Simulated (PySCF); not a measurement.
# SiI⁺: frontier orbitals

CAM-B3LYP at R = 2.335 Å; Si cc-pV(D+d)Z, I cc-pVDZ-PP with ECP28; scalar-relativistic core potentials (PySCF 2.14). State: ¹Σ⁺ (singlet), closed shell. Only the outer orbitals are listed, counted within each symmetry, core potentials removing the inner ones.

```csv
orbital,occ.,ε (eV),on Si (%),main shells (%)
7σ,2,-28.19,14,"84 I s, 9 Si s"
8σ,2,-21.06,67,"66 Si s, 21 I p, 12 I s"
9σ,2,-15.91,55,"44 I p, 32 Si p, 21 Si s"
4π,2,-15.73,15,"85 I p, 13 Si p"
4π,2,-15.73,15,"85 I p, 13 Si p"
5π,0,-8.17,85,"86 Si p, 13 I p"
5π,0,-8.17,85,"86 Si p, 13 I p"
10σ,0,-4.93,73,"67 Si p, 27 I p"
```

Task: Which are the highest filled and the lowest empty level, where do they sit, and how wide is the gap?

Result: Highest filled 4π at -15.73 eV (in %: 85 I p, 13 Si p); lowest empty 5π at -8.17 eV (in %: 86 Si p, 13 I p); the gap at CAM-B3LYP is 7.56 eV.

| Quantity | Value |
| --- | --- |
| bond order (Mayer) | 1.88 |
| ⟨S²⟩ | 0.000 |
| charge on Si (Mulliken, basis-dependent) | 0.69 |
| charge on Si (Löwdin, basis-dependent) | 0.60 |
| dipole moment (positive dipole points towards I; it is taken about the centre of mass and depends on that origin) | -5.17 D |
| polarisability along the bond | 73.4 bohr³ |
| polarisability across the bond | 29.2 bohr³ |

Spin–orbit coupling is left out.
